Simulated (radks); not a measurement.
Computed order of ionisation of lead. At each step one electron was removed from each of the four highest sub-shells of the ion before, moves of one valence electron (up to charge 6) and the configuration listed by NIST were tried, and the lowest configuration was kept. Code: a radial shooting solver on a logarithmic mesh with Libxc functionals. Model: Dirac Kohn-Sham, relativistic LDA (MacDonald-Vosko exchange, VWN5 correlation), spin-unpolarised, spherical densities, finite nucleus; Fermi nuclear charge, rms radius of each element as measured or else 0.836 A^(1/3) + 0.57 fm. Sub-shells are occupied by j as written (lower j first in brackets).

species,lowest configuration found,NIST configuration,margin to the next tried (eV),IE (eV),NIST IE (eV),kind
Pb,"[Hg] 6p(1/2: 2, 3/2: 0)",same,8.890,7.630,7.417,exp.
Pb+,"[Hg] 6p(1/2: 1, 3/2: 0)",same,7.963,15.154,15.032,exp.
Pb2+,[Hg],same,8.625,32.764,31.937,exp.
Pb3+,[Xe] 4f14 5d10 6s1,same,9.388,43.047,42.333,exp.
Pb4+,[Xe] 4f14 5d10,same,13.287,68.876,68.8,semi-emp.
Pb5+,"[Xe] 4f14 5d(3/2: 4, 5/2: 5)",same,2.904,85.526,83,theory
Pb6+,"[Xe] 4f14 5d(3/2: 4, 5/2: 4)",same,3.073,102.93,100,theory
Pb7+,"[Xe] 4f14 5d(3/2: 4, 5/2: 3)",same,3.246,121.04,120,theory
Pb8+,"[Xe] 4f14 5d(3/2: 4, 5/2: 2)",same,3.422,139.78,138,theory
Pb9+,"[Xe] 4f14 5d(3/2: 4, 5/2: 1)",same,3.601,159.12,158,theory
Pb10+,"[Xe] 4f14 5d(3/2: 4, 5/2: 0)",same,3.784,182.98,182,theory
Pb11+,"[Xe] 4f14 5d(3/2: 3, 5/2: 0)",same,64.639,203.79,203,theory
Pb12+,"[Xe] 4f14 5d(3/2: 2, 5/2: 0)",same,65.691,225.10,224,theory
Pb13+,"[Xe] 4f14 5d(3/2: 1, 5/2: 0)",same,66.738,246.88,245,semi-emp.

Reference values: NIST Atomic Spectra Database (exp. = measured, semi-emp. = semi-empirical, theory = theoretical value adopted there). Spin polarisation and multiplet splitting are left out, so open shells lie too high by an amount that depends on their filling.

Beside tabulated values, note that spin-unpolarised runs miss the spin-polarisation part of the exchange energy of open shells.
